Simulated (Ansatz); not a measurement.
The cluster As₄P. Total charge 0; doublet. Geometry B3LYP-D4/def2-SVP; atoms count from 1.

Cartesian coordinates in Å:
```
P 0.382 0.706 1.344
As -0.391 -1.097 -1.193
As -1.214 1.146 -0.399
As 0.079 -1.636 1.178
As 1.144 0.881 -0.929
```

Another isomer (doublet) lies 0.02 eV lower at PBE0-D4/def2-TZVP; other spin states weren't run for this one.

Estimate the Mulliken populations from the PBE0/def2-TZVP orbitals of Ansatz.


| atom | charge (e) | spin (α − β) |
| --- | --- | --- |
| P1 | -0.12 | -0.08 |
| As2 | -0.02 | -0.09 |
| As3 | 0.06 | 0.12 |
| As4 | 0.03 | 0.92 |
| As5 | 0.06 | 0.12 |
Mulliken values depend strongly on the basis.

Where does the spin sit?

Summed by element: P -0.08, As 1.08, of 1 unpaired in all. Largest on single atoms: As4 0.92, As3 0.12, As5 0.12.

And the Mayer bond orders between heavy atoms (over 0.3)?

P1–As3 0.97 (2.40 Å); P1–As4 1.07 (2.37 Å); P1–As5 0.97 (2.40 Å); As2–As3 0.95 (2.52 Å); As2–As4 1.07 (2.48 Å); As2–As5 0.95 (2.52 Å); As3–As5 1.02 (2.43 Å).
